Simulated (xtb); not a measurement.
acetonitrile (C₂H₃N), singlet, geometry from GFN2-xTB. Base run: GFN0-xTB run with xtb 6.7.1.

xtb was given this input:
```
$ xtb mol.xyz --gfn 0 --json

# file mol.xyz
6

C     -0.01475717     0.01116275    -1.16276182
C      0.00347482    -0.00262846     0.27379184
N      0.01797420    -0.01359621     1.41624111
H     -0.00999740     1.04135020    -1.51688517
H      0.86504779    -0.50670455    -1.54285244
H     -0.91317570    -0.49067797    -1.52013028
```

Variants of this job, named by their change:

```csv
change,ΔE vs base (mEh),HOMO-LUMO gap (eV)
base,0.000,6.80
acc = 0.1,0.000,6.80
etemp = 10000,(withheld),6.80
```

Problem. What belongs in the gaps?

Solution. 
- etemp = 10000, ΔE vs base (mEh): -6.257
